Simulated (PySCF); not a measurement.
## Dipole moment and polarisability of `[BH3-][N+]#CCC#C`

C₄H₆BN.
Atom-mapped SMILES: `[BH3-:1][N+:2]#[C:3][CH2:4][C:5]#[CH:6]` (hydrogens: H7, H8, H9 on B1; H10, H11 on C4; H12 on C6)

Structure used (PBE0-D3(BJ)/def2-SVP), in Å, numbered top down from 1:
```xyz
12
C4H6BN angstrom
B     -2.016   -0.444    0.374
N     -0.526   -0.282    0.068
C      0.595   -0.164   -0.164
C      2.017   -0.029   -0.464
C      2.579    1.234    0.006
C      3.042    2.279    0.395
H     -2.082   -0.750    1.556
H     -2.523    0.642    0.132
H     -2.412   -1.330   -0.371
H      2.146   -0.129   -1.556
H      2.545   -0.883   -0.007
H      3.457    3.209    0.741
```

Level: PBE0/def2-SVPD (PySCF), static field, nuclei fixed, core orbitals frozen in the response. The polarisability tensor in these axes (au):

```
x   101.16  17.06  -4.18
y    17.06  70.79   4.54
z    -4.18   4.54  55.78
```

**Question.** Give the principal values, the mean and the anisotropy Δα = √{½[(α1 − α2)² + (α2 − α3)² + (α1 − α3)²]}.

**Answer.** Principal values 52.49, 66.36 and 108.88 au; mean 75.91 au = 11.25 Å³ = 12.52 × 10⁻⁴⁰ C²·m²/J; Δα = 50.90 au (67 % of the mean).

**Question.** What is the dipole moment, and where does it point?

**Answer.** (6.78, 0.75, -1.39) D, 6.96 D in size, pointing from the negative to the positive side. Measured along this direction, the outermost atoms are H9, H7 and H8 at the negative end and H12 at the positive end.

**Question.** What depolarisation ratio follows for Rayleigh scattering of linearly polarised light, taking the static tensor?

**Answer.** ρ = 3Δα²/(45ᾱ² + 4Δα²) = 7771.8/(259298 + 10362.4) = 0.0288.

**Question.** What molar refraction does this α imply?

**Answer.** Lorentz–Lorenz: R = (4π/3)N_A α = 2.5225 cm³/(mol·Å³) × 11.25 Å³ = 28.4 cm³/mol, in the limit of long wavelengths.

**Question.** Form Σ f/ω² (atomic units) for the 6 lowest TDDFT singlets, given as eV and f, and set it beside the mean polarisability, which is this sum over all singlets: 5.46, 0.0019; 5.67, 0.0200; 5.72, 0.0087; 6.40, 0.0002; 6.50, 0.4541; 6.72, 0.0029.

**Answer.** They add up to 8.71 au, 11.5 % of the 75.91 au; the largest single term is 7.95 au, from the state at 6.50 eV. Terms in order: 0.05, 0.46, 0.20, 0.00, 7.95, 0.05 au. Higher excitations give the rest. The strengths listed sum to 0.488.

**Question.** Find the Langevin capture rate constant for NO+ (29.998 u) meeting this molecule (79.059 u), k = 2.342 × 10⁻⁹ cm³/s × √(α in Å³ / reduced mass in u).

**Answer.** The reduced mass is 21.75 u, so k = 1.68 × 10⁻⁹ cm³/s. The formula leaves out the permanent dipole, which adds to the capture rate.

**Question.** In a dilute gas of rigid molecules at 350 K, how does the orientational term μ²/3kT compare with the electronic polarisability?

**Answer.** In Gaussian units μ²/3kT = 334.38 Å³ against 11.25 Å³, a ratio of 29.73; the Debye molar polarisation (4π/3)N_A(α + μ²/3kT) is 871.9 cm³/mol, leaving out the vibrational part.

Isolated species at its PBE0-D3(BJ)/def2-SVP geometry, gas phase.
